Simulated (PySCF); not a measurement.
## Potential energy of BPb along the bond

Set-up: basis B def2-SVP, Pb def2-SVP with ECP60; scalar-relativistic core potentials; PySCF 2.14. Energies in eV from B + Pb in their ground configurations at the same level. All curves are PBE0. state 1: ⁴Σ⁻ (quartet), unpaired electrons σ ↑, π ↑↑; state 2: Ms = 0.5 determinant of mixed spin (⟨S²⟩ near 1.8), unpaired electrons σ ↓, π ↑↑, a second solution, started from another occupation; state 3: Ms = 0.5 determinant of mixed spin (⟨S²⟩ near 1.8), unpaired electrons σ ↑, π ↑↓, a mixture of terms (⟨Lz²⟩ = 2.0), a second solution, started from another occupation; state 4: doublet, unpaired electrons σ ↑, a mixture of terms (⟨Lz²⟩ = 2.0), a second solution, started from another occupation.

| R (Å) | state 1 | state 2 | state 3 | state 4 |
| --- | --- | --- | --- | --- |
| 1.943 | -1.803 | -1.435 | -1.394 | -0.720 |
| 2.033 | -2.241 | -1.878 | -1.842 | -1.196 |
| 2.123 | -2.480 | -2.124 | -2.091 | -1.473 |
| 2.191 | -2.563 | -2.212 | -2.182 | -1.583 |
| 2.259 | -2.585 | -2.239 | -2.211 | -1.631 |
| 2.327 | -2.560 | -2.218 | -2.191 | -1.631 |
| 2.417 | -2.475 | -2.136 | -2.112 | -1.581 |
| 2.530 | -2.312 | -1.977 | -1.954 | -1.464 |
| 2.666 | -2.074 | -1.742 | -1.719 | -1.280 |
| 2.846 | -1.731 | -1.406 | -1.380 | -1.007 |

Problem. Put a parabola through the three lowest points of the state 1 curve and estimate Re, k and ωe (reduced mass 10.46 u; 1 eV/Å² = 0.16022 mdyn/Å; ωe = 1302.8·√(k/μ) cm⁻¹).

Solution. Through R = 2.191, 2.259, 2.327 Å the second-order coefficient is 5.08 eV/Å², so Re ≈ 2.257 Å, k ≈ 1.63 mdyn/Å and ωe ≈ 514 cm⁻¹. A polynomial fit of higher order to the unrounded PBE0 energies gives Re = 2.254 Å, k = 1.66 mdyn/Å, ωe = 519 cm⁻¹; anharmonicity and rounding make the difference.

The higher-order fit for each curve: state 1: Re = 2.254 Å, ωe = 519 cm⁻¹, De = 2.59 eV; state 2: Re = 2.260 Å, ωe = 516 cm⁻¹, minimum 2.24 eV below the ground-state fragments; state 3: Re = 2.263 Å, ωe = 515 cm⁻¹, minimum 2.21 eV below the ground-state fragments; state 4: Re = 2.293 Å, ωe = 476 cm⁻¹, minimum 1.64 eV below the ground-state fragments.

⟨S²⟩ of the unrestricted solution departs from its pure value on part of the curve, where spin states mix. These are scalar-relativistic numbers at best; spin–orbit coupling would shift them, the dissociation energy most. The state is the lowest determinant that a PBE0 search found; another state may lie lower at other levels.
